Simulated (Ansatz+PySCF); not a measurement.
The numbers below are computed, except where a source is named.
Several solutions for quintet FeO

```yaml
atoms:
  - { symbol: Fe, position_ang: [0.0000, 0.0000, 0.0000] }
  - { symbol: O, position_ang: [0.0000, 0.0000, 1.6806] }
```

Basis set: def2-SVP (spherical functions). Charge 0, multiplicity 5.

UHF was run from several starts with Ansatz (development build ahead of 0.2.0) and PySCF 2.14.0.

```csv
run,program,start,converged,energy (hartree),<S²>
A,PySCF,program defaults,yes,-1336.90338,6.12
B,PySCF,"guess atom, instabilities followed",yes,-1337.00954,6.95
C,Ansatz,"atomic start, no search",yes,-1336.96418,6.89
D,PySCF,"guess minao, instabilities followed",yes,-1337.00954,6.95
E,PySCF,"guess huckel, instabilities followed",yes,-1337.00954,6.95
F,Ansatz,search for the lowest state,yes,-1337.00954,6.95
G,Ansatz,stability test followed,yes,-1336.98347,6.95
```

Task: Which runs reached the lowest solution of this kind, and what is wrong with the others?

Result: B, D, E, F reached the lowest solution found. Converged but too high: A by 2.89 eV, C by 1.23 eV, G by 0.71 eV. Convergence only shows a stationary point, and even a stable one can lie too high; stability tests and further starts are what find lower ones. Caution: another spin multiplicity may lie lower. Caution: the unrestricted determinant is a mixture of spin states.
